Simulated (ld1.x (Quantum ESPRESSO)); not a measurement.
## u(r) = r·R(r): atom against pseudo-atom (lead)

Columns: radius, all-electron u(r) and pseudo u(r) of the 5p shell (level -85.96 eV) of lead in the configuration [Kr] 4d10 4f14 5s2 5p6 5d10 6s2 6p2; LDA (PZ), scalar-relativistic, ultrasoft scheme, ld1.x (Quantum ESPRESSO) 7.5.

```json
{"r (bohr)": "0.110", "all-electron": "-0.4100", "pseudo": "-0.0413"}
{"r (bohr)": "0.220", "all-electron": "0.1818", "pseudo": "-0.1586"}
{"r (bohr)": "0.330", "all-electron": "0.6604", "pseudo": "-0.3330"}
{"r (bohr)": "0.440", "all-electron": "0.2656", "pseudo": "-0.5369"}
{"r (bohr)": "0.550", "all-electron": "-0.3694", "pseudo": "-0.7392"}
{"r (bohr)": "0.660", "all-electron": "-0.8624", "pseudo": "-0.9102"}
{"r (bohr)": "0.770", "all-electron": "-1.1263", "pseudo": "-1.0274"}
{"r (bohr)": "0.880", "all-electron": "-1.2000", "pseudo": "-1.0784"}
{"r (bohr)": "0.990", "all-electron": "-1.1501", "pseudo": "-1.0625"}
{"r (bohr)": "1.100", "all-electron": "-1.0342", "pseudo": "-0.9895"}
{"r (bohr)": "1.210", "all-electron": "-0.8920", "pseudo": "-0.8770"}
{"r (bohr)": "1.320", "all-electron": "-0.7477", "pseudo": "-0.7457"}
{"r (bohr)": "1.430", "all-electron": "-0.6141", "pseudo": "-0.6146"}
{"r (bohr)": "1.540", "all-electron": "-0.4968", "pseudo": "-0.4968"}
{"r (bohr)": "1.650", "all-electron": "-0.3974", "pseudo": "-0.3974"}
{"r (bohr)": "1.760", "all-electron": "-0.3152", "pseudo": "-0.3152"}
{"r (bohr)": "1.870", "all-electron": "-0.2483", "pseudo": "-0.2483"}
{"r (bohr)": "1.980", "all-electron": "-0.1945", "pseudo": "-0.1945"}
{"r (bohr)": "2.090", "all-electron": "-0.1517", "pseudo": "-0.1517"}
{"r (bohr)": "2.200", "all-electron": "-0.1179", "pseudo": "-0.1179"}
{"r (bohr)": "2.310", "all-electron": "-0.0914", "pseudo": "-0.0914"}
{"r (bohr)": "2.420", "all-electron": "-0.0706", "pseudo": "-0.0706"}
{"r (bohr)": "2.530", "all-electron": "-0.0545", "pseudo": "-0.0545"}
{"r (bohr)": "2.640", "all-electron": "-0.0420", "pseudo": "-0.0420"}
{"r (bohr)": "2.750", "all-electron": "-0.0323", "pseudo": "-0.0323"}
{"r (bohr)": "2.860", "all-electron": "-0.0248", "pseudo": "-0.0248"}
```

(1) How many radial nodes do the two functions have?

(2) At about which radius was the pseudo-wave matched?

(3) Where does each function peak?

(4) Is the pseudo-wave norm-conserving?

## Answers

(1) The all-electron 5p function has n − l − 1 = 3 (the table is too coarse to show those close to the nucleus); the pseudo-wave has 0, since the states of the same l below it are removed with the core.

(2) 1.60 bohr, where the columns begin to agree (steps of 0.11 bohr).

(3) Outermost all-electron maximum near 0.88 bohr, pseudo maximum near 0.88 bohr (to the table’s step).

(4) No, it belongs to an ultrasoft set: the norm inside the radius is not constrained, and the difference is carried by the augmentation charge.
